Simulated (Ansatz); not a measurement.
A nudged elastic band was laid between two geometries of CH$_{6}$AlF$_{2}$N (11 atoms, charge 0, multiplicity 1).

Computed with RKS PBE/def2-SVP in Ansatz.

```yaml
movable_images: 5
climbing_image: yes
spring: 5.0 eV/Å²
optimiser: quadratic models (default)
start_path: through a guess of the saddle point
force_threshold: 0.03 eV/Å
iteration_limit: 60
end_points: relaxed
```

Image 0:

```xyz
11
Properties=species:S:1:pos:R:3
Al -0.984 0.965 0.863
H -0.657 2.506 0.608
F -2.154 0.222 -0.119
F -0.943 0.393 2.461
H 1.492 0.504 0.215
N 0.653 -0.096 0.227
C 0.494 -0.808 -1.063
H 0.798 -0.762 1.003
H -0.460 -1.366 -1.042
H 0.423 -0.064 -1.878
H 1.339 -1.495 -1.273
```

Image 6:

```xyz
11
Properties=species:S:1:pos:R:3
Al -0.927 0.461 0.873
H 0.185 2.466 0.732
F -2.047 1.149 -0.163
F -1.110 0.682 2.522
H 0.675 1.888 0.556
N 0.274 -0.693 0.256
C 0.478 -1.110 -1.124
H 0.892 -1.177 0.914
H 0.313 -2.202 -1.276
H -0.237 -0.585 -1.789
H 1.502 -0.879 -1.501
```

Question: Which bonds break or form, and what moves?

Answer: Bonds broken: Al1–H2, H5–N6. Bonds formed: H2–H5. CH6AlF2N becomes CH4AlF2N + H2.

Question: What energy profile does the band end with?

Answer: It converged. The highest image is number 4 of 0 to 6, 1.38 eV above the first end and 0.42 eV above the last; the last end lies 0.96 eV above the first. A vibrational analysis at the climbing image gives one clearly imaginary mode, 892i cm⁻¹: a first-order saddle point. The orbitals stay closed-shell, which can raise the energy where a bond breaks towards radicals; this wasn't checked here.

| image | path coordinate (Å) | energy (eV) | Al1–H2 (Å) | H5–N6 (Å) | H2–H5 (Å) |
| --- | --- | --- | --- | --- | --- |
| 0 | 0.00 | 0.00 | 1.60 | 1.03 | 2.96 |
| 1 | 0.70 | 0.01 | 1.60 | 1.03 | 2.87 |
| 2 | 1.40 | 0.06 | 1.60 | 1.03 | 2.50 |
| 3 | 2.09 | 0.37 | 1.63 | 1.05 | 1.80 |
| 4 | 2.79 | 1.38 | 1.82 | 1.50 | 0.99 |
| 5 | 3.46 | 1.04 | 2.17 | 2.14 | 0.80 |
| 6 | 4.12 | 0.96 | 2.30 | 2.63 | 0.78 |

Question: What is the geometry of the highest image?

Answer: 
```xyz
11
Properties=species:S:1:pos:R:3
Al -0.977 0.676 0.915
H 0.226 2.022 0.659
F -2.233 0.910 -0.169
F -1.264 0.555 2.560
H 0.655 1.183 0.353
N 0.472 -0.300 0.228
C 0.509 -0.942 -1.088
H 1.084 -0.772 0.907
H 0.084 -1.970 -1.072
H -0.098 -0.353 -1.805
H 1.542 -1.007 -1.488
```

Question: What are the harmonic wavenumbers there?

Answer: 892i, 84, 101, 167, 205, 257, 337, 453, 599, 657, 778, 924, 927, 1017, 1087, 1099, 1304, 1376, 1397, 1416, 1442, 1760, 1912, 2947, 3020, 3059, 3444 cm⁻¹.

The band took 13 iterations and of the order of 3 core-minutes.

Run time: 94 s on 2 threads of AMD EPYC 7R43 64-Core Processor (Zen 3), with other jobs on the host, peak memory 0.16 GiB.
